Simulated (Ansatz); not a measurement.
C6H18N2O2Zr can be A, `C[O][Zr]([O]C)([N](C)C)[N](C)C`, or B, `CC[N](C)[Zr]([OH])([OH])[N](C)CC`.

Computed with Ansatz on PBE0-D4/def2-TZVP structures; ΔE is electronic, products minus reactants. CBS: MP2 limit from def2 TZ/QZ plus the TZ coupled-cluster correction, frozen cores. DFT in def2-TZVPP. Elements past krypton have def2 core potentials. For Zr outer-core shells are correlated without core-valence functions, which leaves a few kJ/mol of doubt a bond. Each species was taken in one conformer, which may not be the lowest.

(1) Which isomer does CCSD(T)/CBS put lower? Give the gap. (Estimate.)

(2) Give E(B) − E(A) in kJ/mol with CCSD(T)/def2-SVP, CCSD(T)/def2-TZVPP, BLYP-D4, ωB97M-V, PBE-D4, CCSD/def2-TZVPP, B2PLYP. (An estimate is asked.)

Largest T1 diagnostic: 0.015.

## Answers

(1) Computed: B, by 110.2 kJ/mol.

(2) Computed: CCSD(T)/def2-SVP -85.3, CCSD(T)/def2-TZVPP -102.8, BLYP-D4 -85.9, ωB97M-V -105.8, PBE-D4 -94.7, CCSD/def2-TZVPP -101.5, B2PLYP -92.3. None reverses the order clearly.

From PBE to PBE0 (25 % exact exchange), in def2-TZVPP and without D4, E(B) − E(A) moves by −6.0 kJ/mol. Leaving LDA and LC-ωPBE aside and taking each functional with its dispersion term where it has one, the values spread over 19.9 kJ/mol, from ωB97M-V to BLYP-D4. LDA lies −14.8 kJ/mol from PBE without D4.
